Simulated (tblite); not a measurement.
Task: Write Cartesian coordinates for InChI=1S/C6H5F/c7-6-2-1-3-4(6)5(3)6/h1-5H/t3-,4+,5-,6- as optimised with GFN2-xTB.

Result: 
```
atom  x, y, z in Å
F1    -1.9208   -1.3932    0.2231
C2    -0.8741   -0.5506    0.0650
C3    -1.0618    0.7937   -0.5437
C4     0.1559    1.3304   -0.5388
C5     1.0503    0.3044    0.0692
C6     0.2557   -0.5115    1.0713
C7     0.5092   -1.0757   -0.2531
H8    -2.0025    1.1730   -0.8849
H9     0.4809    2.2902   -0.8859
H10    2.1075    0.4680    0.2020
H11    0.3910   -0.8378    2.0798
H12    0.9100   -1.9917   -0.6301
```

Orientation and origin are arbitrary. Atoms count from 1 in this order. The 5-membered ring C2–C3–C4–C5–C7 has internal angles of 88.0° to 110.1°; it is puckered, 0.21 Å rms from its mean plane, widest ring torsion 44°. The 3-membered ring C2–C6–C7 has internal angles of 57.8° to 61.1°. The 5-membered ring C2–C3–C4–C5–C6 has internal angles of 88.0° to 110.1°; it is puckered, 0.21 Å rms from its mean plane, widest ring torsion 44°. The 3-membered ring C5–C6–C7 has internal angles of 57.6° to 61.2°.

Bonds between heavy atoms (Å): F1–C2 1.353, C2–C3 1.488, C3=C4 1.331, C4–C5 1.491, C5–C6 1.517, C6–C7 1.462, C2–C6 1.513, C2–C7 1.513, C5–C7 1.517.

Computed geometry: GFN2-xTB, gas phase.

Point group: Cs (every atom within 0.08 Å of its image). Its GFN2-xTB frequencies are all real (lowest 322 cm⁻¹).
